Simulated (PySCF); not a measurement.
Al(OH)(OMe)(SiMe3), SMILES C[O][Al]([OH])[Si](C)(C)C (GFN2-xTB optimised geometry):

```
21

Al    -1.294    -0.099     1.888
O     -2.061     0.809     3.037
H     -2.501     1.335     3.691
O     -1.063    -1.744     1.820
C     -0.868    -3.125     1.752
H     -1.457    -3.632     2.520
H     -1.175    -3.497     0.771
H      0.188    -3.362     1.906
Si    -0.349     1.102     0.000
C      1.573     1.102     0.000
C     -0.903     2.939     0.000
C     -0.904     0.349    -1.678
H      1.984     1.603    -0.872
H      1.962     1.602     0.883
H      1.954     0.086     0.007
H     -0.598     3.430     0.919
H     -1.984     3.016    -0.066
H     -0.480     3.497    -0.829
H     -1.980     0.429    -1.803
H     -0.648    -0.705    -1.722
H     -0.434     0.838    -2.527
```

Method: PBE0/def2-SVP run with PySCF.

Q: What are the frontier orbital energies and the dipole moment?

A: HOMO-2 -7.90 eV, HOMO-1 -7.84 eV, HOMO -6.67 eV, LUMO -0.07 eV, LUMO+1 0.48 eV; dipole moment 1.34 D.

On the same geometry PBE/def2-SVP (PySCF) gives HOMO-2 -6.31 eV, HOMO-1 -6.27 eV, HOMO -5.49 eV, LUMO -0.80 eV, LUMO+1 -0.35 eV; dipole moment 1.24 D.

Meta-Löwdin charges at PBE0/def2-SVP: Al1 0.87, O2 -0.73, H3 0.35, O4 -0.61, C5 -0.06, H6 0.10, H7 0.10, H8 0.10, Si9 0.54, C10 -0.53, C11 -0.54, C12 -0.53, H13 0.11, H14 0.11, H15 0.11, H16 0.11, H17 0.11, H18 0.11, H19 0.11, H20 0.11, H21 0.11.
